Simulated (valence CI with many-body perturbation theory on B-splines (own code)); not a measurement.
The numbers below are computed, except where a source is named.
# Ce XX: what the settings do

Level of theory: configuration interaction combined with many-body perturbation theory (CI+MBPT): three valence electrons over a frozen Dirac-Fock core [Kr], radial functions for each j: 6 s, 6 p, 5 d, 5 f, 1 g, with the one-electron correlation potential Σ1, the two-electron term Σ2, the three-electron term Σ3, Breit, model QED; selected CI, second order for the rest, scaled by the run's own slope (own B-spline code, finite nucleus).

No measured levels were compared; by estimate terms of the open shell hold to 2 to 4 % of their energy, and close levels can change places. Only levels of the ground parity were solved; by the run's estimate the other parity begins above the list, which can be wrong where configurations are misplaced.

The reference run has the lowest level (4d3/2^3) J=3/2 and an ionisation energy of 544.209 eV. Its largest variational space holds 2652 state functions.

Levels are named by their leading jj configuration (3d3/2^4 stands for four electrons in 3d with j = 3/2), which in mixed levels can hold well under half, so a name can repeat and another be missing. Letters in brackets count levels of one name in rising energy.

Changed runs:
A. QED terms on → off
B. natural orbitals for correlation on → off; lowest core n in screening and Σ2 2 → 1
C. correlating orbitals by l 3 3 3 3 1 → 4 4 3 0 0
D. Davidson iteration limit 60 → 1 (bad on purpose)

Excitation energies of the reference run in cm⁻¹, and shifts in cm⁻¹:

```tsv
Level	Reference	A	B	C	D
(4d3/2^2 4d5/2) J=5/2	20977	-83	-190	-173	-2.4
(4d3/2^2 4d5/2) J=7/2	34934	-108	-71	-31	-0.1
(4d3/2^2 4d5/2) J=3/2	39005	-63	+400	+462	+4.9
(4d3/2^2 4d5/2) J=9/2	41744	-97	+168	+247	+4.0
(4d3/2^2 4d5/2) J=1/2	45594	-79	+367	+447	-7.8
(4d3/2 4d5/2^2) J=7/2 [a]	65006	-153	+303	+373	+6.4
(4d3/2 4d5/2^2) J=9/2	68134	-169	+177	+292	+2.9
(4d3/2 4d5/2^2) J=5/2 [a]	68305	-138	+312	+349	+2.2
(4d3/2 4d5/2^2) J=3/2 [a]	78773	-170	+462	+466	+5.3
(4d3/2 4d5/2^2) J=1/2	83415	-174	+684	+789	-7.8
(4d3/2 4d5/2^2) J=11/2	87861	-177	+528	+720	-7.8
(4d3/2 4d5/2^2) J=5/2 [b]	95229	-181	+701	+726	+12
Ionisation energy (eV)	544.209	-0.032	-0.060	-0.066	-0.00096
```

Run D: The Davidson iterations stopped at their limit.
